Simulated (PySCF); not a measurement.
PySCF 2.14 output of an unrestricted PBE0 calculation on a single atom or ion in def2-TZVPPD (6s6p4d2f1g, 67 functions), with the non-relativistic Hamiltonian (point nucleus):

```
SCF conv_tol = 1e-09
number electrons alpha = 12  beta = 9
    C. Adamo and V. Barone.,  J. Chem. Phys. 110, 6158 (1999)
    M. Ernzerhof and G. E. Scuseria.,  J. Chem. Phys. 110, 5029 (1999)
cycle= 1 E= -1042.19297635211  delta_E= -0.00379  |g|= 0.00889  |ddm|= 0.0619
cycle= 2 E= -1042.19299269635  delta_E= -1.63e-05  |g|= 0.000818  |ddm|= 0.00445
cycle= 3 E= -1042.19299287317  delta_E= -1.77e-07  |g|= 0.000227  |ddm|= 0.000517
cycle= 4 E= -1042.1929928833  delta_E= -1.01e-08  |g|= 5.27e-05  |ddm|= 0.000167
cycle= 5 E= -1042.19299288397  delta_E= -6.74e-10  |g|= 3.44e-06  |ddm|= 3.21e-05
converged SCF energy = -1042.19299288397  <S^2> = 3.7507446  2S+1 = 4.0003723
```

The run itself started from symmetry-adapted Hartree-Fock orbitals and held the occupation by maximum overlap, on a logarithmic radial grid, so the iterations belong to that start.

Which element, charge and spin multiplicity is this?

Cr³⁺ (chromium, charge +3), multiplicity 4; the state was [Ar] 3d3, high-spin 4F determinant.
